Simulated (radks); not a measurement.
Fractional charge and spin in the 6s shell of lead: the spin-up occupation runs from 0 to 1 and the spin-down occupation from 0 to 1; the fullest corner is Pb2+, [Xe] 4f14 5d10 6s(up 1, down 1). Method: scalar-relativistic Kohn-Sham, LDA (Slater exchange, Perdew-Wang correlation), spin-polarised, spherical densities, finite nucleus; Fermi nuclear charge, rms radius of each element as measured or else 0.836 A^(1/3) + 0.57 fm; computed with a radial shooting solver on a logarithmic mesh with Libxc functionals. Energy (eV) above the fullest corner. The planes named below are the two flat planes that join the four corners, with an edge along up + down = one added electron.

down \ up       0     0.5       1
0          76.032  53.072  32.639
0.5        53.072  32.860  15.117
1          32.639  15.117   0.000

Corners above the fullest one (they belong to Pb3+ and the next ion): (up 1, down 0) 32.639 eV, (up 0, down 1) 32.639 eV, (up 0, down 0) 76.032 eV. With half an added electron in each spin the energy lies 0.221 eV from the planes (fractional-spin error, the static-correlation error of a stretched bond), and with half an added electron in spin up alone -1.263 eV (fractional-charge error). For a frontier s shell over closed shells the exact functional lies on the planes.
